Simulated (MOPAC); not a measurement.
MOPAC input (PM7):

```
PM7 PRECISE GNORM=0.05 LET XYZ CHARGE=-1 GEO-OK AUX(PRECISION=9) THREADS=1
C3H7Si

C    -2.45650900 1   -0.53814300 1    0.09035700 1
C    -1.21647700 1    0.04603300 1    0.09224000 1
C     0.05760200 1   -0.49479200 1   -0.18827900 1
Si    1.59250000 1    0.40542000 1   -0.01072500 1
H    -2.59056100 1   -1.59255500 1   -0.13395900 1
H    -3.34888700 1    0.03982700 1    0.29935900 1
H    -1.21534900 1    1.11187800 1    0.34179500 1
H     0.09975700 1   -1.55334800 1   -0.44848200 1
H     2.60981100 1    0.15264300 1   -1.09843500 1
H     2.47202800 1    0.19593400 1    1.21396100 1
H     1.37050500 1    1.89114200 1    0.01000500 1
```

Output:

```
 *******************************************************************************
 **                                                                           **
 **                              MOPAC v23.2.5                                **
 **                                                                           **
 *******************************************************************************
 ** MOPAC's Digital Object Identifier: https://doi.org/10.5281/zenodo.6511958 **
 **                                                                           **
 ** Please cite the open-source release paper for use of this MOPAC version:  **
 ** J. E. Moussa and J. J. P. Stewart (2026)                                  **
 ** MOPAC: An open-source semiempirical molecular orbital program             **
 ** J. Open Source Softw., 11(119), 8025, https://doi.org/10.21105/joss.08025 **
 *******************************************************************************

                              PM7 CALCULATION RESULTS

 *******************************************************************************
 *  PM7        - The PM7 Hamiltonian to be used
 *  GEO-OK     - OVERRIDE INTERATOMIC DISTANCE AND OTHER SAFETY CHECKS
 *
 *
 *
 *                 CHARGE ON SYSTEM = -1
 *
 *
 *
 *  LET        - OVERRIDE SOME SAFETY CHECKS
 *  PRECISE    - TIGHTER CRITERIA TO BE USED
 *  XYZ        - CARTESIAN COORDINATE SYSTEM TO BE USED
 *  GNORM      - EXIT WHEN GRADIENT NORM DROPS BELOW 0.050
 *  AUX        - OUTPUT AUXILIARY INFORMATION
 *******************************************************************************
PM7 PRECISE GNORM=0.05 LET XYZ CHARGE=-1 GEO-OK AUX(PRECISION=9) THREADS=1
 C3H7Si

   ATOM   CHEMICAL          X               Y               Z
  NUMBER   SYMBOL      (ANGSTROMS)     (ANGSTROMS)     (ANGSTROMS)

     1       C         -2.45650900  *  -0.53814300  *   0.09035700  *
     2       C         -1.21647700  *   0.04603300  *   0.09224000  *
     3       C          0.05760200  *  -0.49479200  *  -0.18827900  *
     4      Si          1.59250000  *   0.40542000  *  -0.01072500  *
     5       H         -2.59056100  *  -1.59255500  *  -0.13395900  *
     6       H         -3.34888700  *   0.03982700  *   0.29935900  *
     7       H         -1.21534900  *   1.11187800  *   0.34179500  *
     8       H          0.09975700  *  -1.55334800  *  -0.44848200  *
     9       H          2.60981100  *   0.15264300  *  -1.09843500  *
    10       H          2.47202800  *   0.19593400  *   1.21396100  *
    11       H          1.37050500  *   1.89114200  *   0.01000500  *

          CARTESIAN COORDINATES

    NO.       ATOM           X           Y           Z

     1         C         -2.4565     -0.5381      0.0904
     2         C         -1.2165      0.0460      0.0922
     3         C          0.0576     -0.4948     -0.1883
     4        Si          1.5925      0.4054     -0.0107
     5         H         -2.5906     -1.5926     -0.1340
     6         H         -3.3489      0.0398      0.2994
     7         H         -1.2153      1.1119      0.3418
     8         H          0.0998     -1.5533     -0.4485
     9         H          2.6098      0.1526     -1.0984
    10         H          2.4720      0.1959      1.2140
    11         H          1.3705      1.8911      0.0100

 General Reference for PM7:
 "Optimization of Parameters for Semiempirical Methods VI: More Modifications to the
 NDDO Approximations and Re-optimization of Parameters", J. J. P. Stewart, J. Mol. Mod., 1:32, 19 (2013)
 https://link.springer.com/article/10.1007/s00894-012-1667-x

           Empirical Formula: C3 H7 Si  =    11 atoms

      MOLECULAR POINT GROUP   :   C1

      RHF CALCULATION, NO. OF DOUBLY OCCUPIED LEVELS = 12

          Geometry optimization using EF

          DIAGONAL MATRIX USED AS START HESSIAN

 CYCLE:     1  GRAD.:    53.870 HEAT:  8.682779
 CYCLE:     2  GRAD.:   474.389 HEAT:  19.00665
 CYCLE:     3  GRAD.:   211.279 HEAT:  23.67814
 CYCLE:     4  GRAD.:   426.278 HEAT:  14.99291
 CYCLE:     5  GRAD.:   252.609 HEAT:  27.43977
 CYCLE:     6  GRAD.:   182.072 HEAT:  13.62986
 CYCLE:     7  GRAD.:   121.194 HEAT:  10.56625
 CYCLE:     8  GRAD.:   494.264 HEAT:  21.55625
 CYCLE:     9  GRAD.:   109.133 HEAT:  8.818276
 CYCLE:    10  GRAD.:   133.989 HEAT:  9.665441
 CYCLE:    11  GRAD.:   139.609 HEAT:  11.45635
 CYCLE:    12  GRAD.:    98.492 HEAT:  9.765100
 CYCLE:    13  GRAD.:    75.570 HEAT:  6.299727
 CYCLE:    14  GRAD.:   106.806 HEAT:  8.456232
 CYCLE:    15  GRAD.:    44.451 HEAT:  5.074375
 CYCLE:    16  GRAD.:    62.708 HEAT:  5.571642
 CYCLE:    17  GRAD.:     6.239 HEAT:  4.060315
 CYCLE:    18  GRAD.:     9.224 HEAT:  4.068180
 CYCLE:    19  GRAD.:     3.175 HEAT:  4.019007
 CYCLE:    20  GRAD.:     3.307 HEAT:  4.004344
 CYCLE:    21  GRAD.:     2.291 HEAT:  3.977551
 CYCLE:    22  GRAD.:     1.959 HEAT:  3.936228
 CYCLE:    23  GRAD.:     1.334 HEAT:  3.929095
 CYCLE:    24  GRAD.:     1.424 HEAT:  3.924912
 CYCLE:    25  GRAD.:     1.036 HEAT:  3.920531
 CYCLE:    26  GRAD.:     1.296 HEAT:  3.918790
 CYCLE:    27  GRAD.:     1.155 HEAT:  3.918073
 CYCLE:    28  GRAD.:     0.381 HEAT:  3.916853
 CYCLE:    29  GRAD.:     0.397 HEAT:  3.915848
 CYCLE:    30  GRAD.:     1.172 HEAT:  3.912680
 CYCLE:    31  GRAD.:     1.678 HEAT:  3.908505
 CYCLE:    32  GRAD.:     1.747 HEAT:  3.901292
 CYCLE:    33  GRAD.:     0.754 HEAT:  3.893485
 CYCLE:    34  GRAD.:     0.812 HEAT:  3.890720
 CYCLE:    35  GRAD.:     0.693 HEAT:  3.888523
 CYCLE:    36  GRAD.:     0.550 HEAT:  3.886989
 CYCLE:    37  GRAD.:     0.834 HEAT:  3.884339
 CYCLE:    38  GRAD.:     1.271 HEAT:  3.880435
 CYCLE:    39  GRAD.:     1.697 HEAT:  3.874567
 CYCLE:    40  GRAD.:     0.987 HEAT:  3.871144
 CYCLE:    41  GRAD.:     0.683 HEAT:  3.866711
 CYCLE:    42  GRAD.:     1.050 HEAT:  3.863992
 CYCLE:    43  GRAD.:     0.926 HEAT:  3.861769
 CYCLE:    44  GRAD.:     0.383 HEAT:  3.860304
 CYCLE:    45  GRAD.:     0.357 HEAT:  3.860110
 CYCLE:    46  GRAD.:     0.132 HEAT:  3.859919
 CYCLE:    47  GRAD.:     0.062 HEAT:  3.859862
 CYCLE:    48  GRAD.:     0.039 HEAT:  3.859844

     GRADIENT =  0.03909 IS LESS THAN CUTOFF =  0.05000

 -------------------------------------------------------------------------------
 PM7 PRECISE GNORM=0.05 LET XYZ CHARGE=-1 GEO-OK AUX(PRECISION=9) THREADS=1
 C3H7Si

     GEOMETRY OPTIMISED USING EIGENVECTOR FOLLOWING (EF).
     SCF FIELD WAS ACHIEVED

                              PM7 CALCULATION
                                                       MOPAC v23.2.5 Linux

          FINAL HEAT OF FORMATION =          3.85984 KCAL/MOL =      16.14959 KJ/MOL

          COSMO AREA              =        128.00 SQUARE ANGSTROMS
          COSMO VOLUME            =        116.97 CUBIC ANGSTROMS

          GRADIENT NORM           =          0.03909          =       0.01179 PER ATOM
          IONIZATION POTENTIAL    =          1.995313 EV
          HOMO LUMO ENERGIES (EV) =         -1.995  6.994
          NO. OF FILLED LEVELS    =         12
          MOLECULAR WEIGHT        =         71.1738         POINT GROUP:  Cs

          MOLECULAR DIMENSIONS (Angstroms)

            Atom       Atom       Distance
            H    10    H     6     5.87641
            H    11    H     5     3.44851
            H     9    H     6     2.21711

          SCF CALCULATIONS        =         49

   ATOM   CHEMICAL          X               Y               Z
  NUMBER   SYMBOL      (ANGSTROMS)     (ANGSTROMS)     (ANGSTROMS)

     1       C         -2.40010821  *  -0.56026406  *   0.04592118  *
     2       C         -1.20945304  *   0.11848190  *   0.07723430  *
     3       C          0.05116905  *  -0.45284831  *  -0.06272632  *
     4      Si          1.58335165  *   0.39708643  *  -0.02605598  *
     5       H         -2.45605230  *  -1.61122216  *  -0.09256554  *
     6       H         -3.34090845  *  -0.08557117  *   0.15709567  *
     7       H         -1.29354522  *   1.20788015  *   0.22768129  *
     8       H          0.10289165  *  -1.52921732  *  -0.20939590  *
     9       H          2.35190949  *   0.23574328  *  -1.26051708  *
    10       H          2.46910301  *  -0.07592889  *   1.03796174  *
    11       H          1.41545756  *   1.82929934  *   0.17669138  *

                             CARTESIAN COORDINATES

   1    C       -2.400108206    -0.560264060     0.045921184
   2    C       -1.209453038     0.118481905     0.077234304
   3    C        0.051169046    -0.452848315    -0.062726318
   4   Si        1.583351646     0.397086433    -0.026055975
   5    H       -2.456052300    -1.611222164    -0.092565537
   6    H       -3.340908453    -0.085571167     0.157095669
   7    H       -1.293545216     1.207880146     0.227681291
   8    H        0.102891649    -1.529217317    -0.209395897
   9    H        2.351909495     0.235743280    -1.260517076
  10    H        2.469103014    -0.075928887     1.037961744
  11    H        1.415457560     1.829299345     0.176691375

           Empirical Formula: C3 H7 Si  =    11 atoms

      MOLECULAR POINT GROUP   :   Cs

                  EIGENVALUES
 -21.73196 -17.06316 -13.54418 -12.54391  -9.48360  -9.01184  -7.93849  -7.53261
  -6.44439  -5.70121  -5.57403  -1.99531   6.99418   7.32653   7.61519   7.75319
  11.00262  11.63701  11.88633  12.24477  12.90128  13.15160  13.50511  26.50191
  26.55682  27.49536  27.57663  28.32124

              NET ATOMIC CHARGES AND DIPOLE CONTRIBUTIONS

  ATOM NO.   TYPE          CHARGE      No. of ELECS.   s-Pop       p-Pop       d-Pop
    1          C          -0.739554        4.7396     1.04680     3.69276
    2          C           0.128305        3.8717     1.06816     2.80354
    3          C          -0.741980        4.7420     1.03446     3.70752
    4         Si          -0.013499        4.0135     0.87839     2.97671     0.15839
    5          H           0.119349        0.8807     0.88065
    6          H           0.103063        0.8969     0.89694
    7          H           0.068934        0.9311     0.93107
    8          H           0.145827        0.8542     0.85417
    9          H          -0.029927        1.0299     1.02993
   10          H          -0.029867        1.0299     1.02987
   11          H          -0.010652        1.0107     1.01065
 DIPOLE           X         Y         Z       TOTAL
 POINT-CHG.     3.378     1.923     0.088     3.888
 HYBRID        -0.534    -0.336    -0.019     0.632
 SUM            2.844     1.587     0.070     3.257

          ATOMIC ORBITAL ELECTRON POPULATIONS

     Atom    s        px        py        pz      x^2-y^2     xz        z^2       yz        xy
    1  C   1.04680   1.05740   1.12787   1.50749
    2  C   1.06816   0.96613   1.01210   0.82531
    3  C   1.03446   1.01842   1.11756   1.57154
    4 Si   0.87839   1.00259   0.98363   0.99049   0.04370   0.05883   0.02254   0.00792   0.02540
    5  H   0.88065
    6  H   0.89694
    7  H   0.93107
    8  H   0.85417
    9  H   1.02993
   10  H   1.02987
   11  H   1.01065

 **********************
 *                    *
 * JOB ENDED NORMALLY *
 *                    *
 **********************

 == MOPAC DONE ==
```

The dipole moment of an ion depends on the origin.

The geometry given is a B3LYP-D3(BJ)/def2-TZVP minimum.
